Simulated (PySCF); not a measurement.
AsFH4Si, SMILES F[SiH2][AsH2].

Coordinates come from a TPSSh-D3(BJ)/def2-SVP optimisation.

Method: PySCF with TDDFT-LC-ωPBE/def2-SVPD.

Vertical excitations. The molecule is in vacuum.

Computed lowest excited states:
| state | energy (eV) | λ (nm) | f | main pairs |
|---|---|---|---|---|
| S1 | 6.56 | 189 | 0.025 | HOMO→LUMO+3 33 %, HOMO→LUMO+1 31 %, HOMO→LUMO 25 % |
| S2 | 6.96 | 178 | 0.042 | HOMO→LUMO 53 %, HOMO→LUMO+1 29 % |
| S3 | 7.23 | 172 | 0.032 | HOMO→LUMO+2 68 %, HOMO→LUMO+3 17 % |
| S4 | 7.37 | 168 | 0.347 | HOMO→LUMO+3 38 %, HOMO→LUMO+1 31 %, HOMO→LUMO+2 16 % |
| S5 | 7.93 | 156 | 0.018 | HOMO−1→LUMO 66 % |
| S6 | 8.33 | 149 | 0.013 | HOMO−1→LUMO+1 38 %, HOMO−1→LUMO+3 16 %, HOMO→LUMO+4 11 %, HOMO−1→LUMO 9 % |
| S7 | 8.43 | 147 | 0.096 | HOMO−1→LUMO+2 19 %, HOMO−1→LUMO+3 18 %, HOMO−2→LUMO+2 14 %, HOMO−2→LUMO 13 % |
| S8 | 8.57 | 145 | 0.062 | HOMO→LUMO+4 28 %, HOMO→LUMO+5 26 %, HOMO−1→LUMO+1 12 %, HOMO−2→LUMO 11 % |
| S9 | 8.80 | 141 | 0.132 | HOMO−1→LUMO+3 46 %, HOMO−1→LUMO+1 26 %, HOMO−2→LUMO 8 % |
| S10 | 8.90 | 139 | 0.315 | HOMO−1→LUMO+2 42 %, HOMO−2→LUMO 11 %, HOMO−2→LUMO+2 9 %, HOMO→LUMO+5 6 % |
| T1 | 5.61 | 221 | 0 | HOMO→LUMO 61 %, HOMO→LUMO+2 13 %, HOMO→LUMO+4 11 % |
| T2 | 5.74 | 216 | 0 | HOMO→LUMO+3 57 %, HOMO→LUMO+1 25 % |
| T3 | 6.48 | 191 | 0 | HOMO→LUMO+2 52 %, HOMO→LUMO 10 %, HOMO−1→LUMO 8 % |
| T4 | 6.69 | 185 | 0 | HOMO→LUMO+1 46 %, HOMO→LUMO+3 17 %, HOMO→LUMO+2 11 % |
Triplets are in the Tamm–Dancoff approximation, which puts them higher than full response would, so one can lie above its singlet here.
